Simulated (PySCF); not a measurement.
# Bond curve of ZrF

Set-up: Zr def2-TZVPP with ECP28, F def2-TZVPP; scalar-relativistic core potentials (PySCF 2.14). Energies in eV from Zr (4d2 5s2) + F in their ground configurations at the same level. State: ⁴Σ⁻ (quartet), unpaired electrons σ ↑, δ ↑↑.

| R (Å) | UHF-CCSD(T) |
| --- | --- |
| 1.695 | -5.294 |
| 1.770 | -5.747 |
| 1.827 | -5.916 |
| 1.883 | -5.977 |
| 1.940 | -5.954 |
| 2.015 | -5.829 |
| 2.109 | -5.570 |
| 2.222 | -5.172 |

**Question.** Put a parabola through the three lowest points of the UHF-CCSD(T) curve and estimate Re, k and ωe (reduced mass 15.68 u; 1 eV/Å² = 0.16022 mdyn/Å; ωe = 1302.8·√(k/μ) cm⁻¹).

**Answer.** Through R = 1.827, 1.883, 1.94 Å the second-order coefficient is 13.2 eV/Å², so Re ≈ 1.896 Å, k ≈ 4.23 mdyn/Å and ωe ≈ 677 cm⁻¹. A polynomial fit of higher order to the unrounded UHF-CCSD(T) energies gives Re = 1.894 Å, k = 3.94 mdyn/Å, ωe = 653 cm⁻¹; anharmonicity and rounding make the difference.

The higher-order fit for each curve: UHF-CCSD(T): Re = 1.894 Å, ωe = 653 cm⁻¹, De = 5.98 eV.

Correlated steps freeze 1 core orbital. Spin–orbit coupling is left out, which matters for elements this heavy, above all for dissociation energies. The state is the lowest single determinant that the PBE0 search found; with open d or f shells the true ground state can be another one.
